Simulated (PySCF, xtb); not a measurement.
In(F)(Cl)(OH) (ClFHInO), SMILES [In]([Cl])([OH])[F]. One conformer was computed; it need not be the lowest.

Harmonic wavenumbers (cm⁻¹) from GFN2-xTB (xtb) at its own minimum, in rising order: 79, 97, 111, 298, 320, 350, 444, 761, 3569.

Problem. What does B3LYP-D3(BJ)/def2-SVP (PySCF 2.14.0) give at its own minimum? (The exact figures need the calculation; the answer reports its results.)

Solution. 100, 118, 125, 285, 375, 600, 623, 862, 3799. Paired by order, the mean absolute difference is 98 cm⁻¹ and the zero-point energies are 8.6 and 9.8 kcal/mol.
